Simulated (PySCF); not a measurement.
CH3Cl2OSb, SMILES [O]([Sb]([Cl])[Cl])C.

Geometry optimised at PBE0-D3(BJ)/def2-SVP. The structure was generated by enumeration; whether it is a known compound was not checked. The def2 effective core potentials stand for the cores of Sb; spin–orbit coupling is left out. One conformer was computed; it need not be the lowest.

Computed with C-PCM-ωB97X/def2-SVP run with PySCF.

The values are the electrostatic part of the solvation free energy, E(continuum) − E(gas) at the gas-phase geometry, in a cavity of scaled van der Waals radii (PySCF's table); cavitation and dispersion terms are not included. A continuum can't describe solvent molecules that bind to the metal. In vacuum the orbital gap is 11.06 eV. The dipole moment in vacuum is 1.96 D.

Q: Estimate the values in water (ε = 78.36), dimethylsulfoxide (ε = 46.83), ethylethanoate (ε = 5.99). (Estimate from the structure and the level; the computed values follow.)

A: 
| solvent | ε | ΔG(elec) (kcal/mol) | dipole (D) | gap (eV) |
|---|---|---|---|---|
| water | 78.36 | -5.6 | 2.77 | 11.17 |
| dimethylsulfoxide | 46.83 | -5.5 | 2.76 | 11.17 |
| ethylethanoate | 5.99 | -4.6 | 2.61 | 11.15 |
